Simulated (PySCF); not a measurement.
PBE on Pd⁻ (palladium, charge -1), [Kr] 4d10 5s1, 2S determinant. All numbers are calculated (PySCF 2.14, scalar relativity through the core potential, in aug-cc-pwCVDZ-PP with ECP28MDF).

```
cycle= 1 E= -127.442930789673  delta_E= 0.0201  |g|= 0.377  |ddm|= 1.02
cycle= 2 E= -127.189555472097  delta_E= 0.253  |g|= 0.959  |ddm|= 0.888
cycle= 3 E= -127.489298392805  delta_E= -0.3  |g|= 0.0647  |ddm|= 0.573
cycle= 4 E= -127.491003247647  delta_E= -0.0017  |g|= 0.0337  |ddm|= 0.133
cycle= 5 E= -127.491540339601  delta_E= -0.000537  |g|= 0.000987  |ddm|= 0.0488
cycle= 6 E= -127.491541111002  delta_E= -7.71e-07  |g|= 2.34e-05  |ddm|= 0.00238
cycle= 7 E= -127.491541111276  delta_E= -2.74e-10  |g|= 8.44e-06  |ddm|= 6.75e-05
converged SCF energy = -127.491541111276  <S^2> = 0.75311661  2S+1 = 2.0031142
```

Highest occupied orbital energy: 1.735 eV; ⟨L²⟩ = 0.00; populations by l: s 3.00, p 6.00, d 10.00, f 0.00.

Task: Can this result be used?

Result: With care. Self-consistency was reached. Energies and moments cover only the electrons outside the core potential. At PBE the highest occupied level has a positive energy, so only the finite basis holds that electron; in a semilocal or global hybrid functional this comes from self-interaction and does not mean that the real anion is unbound.
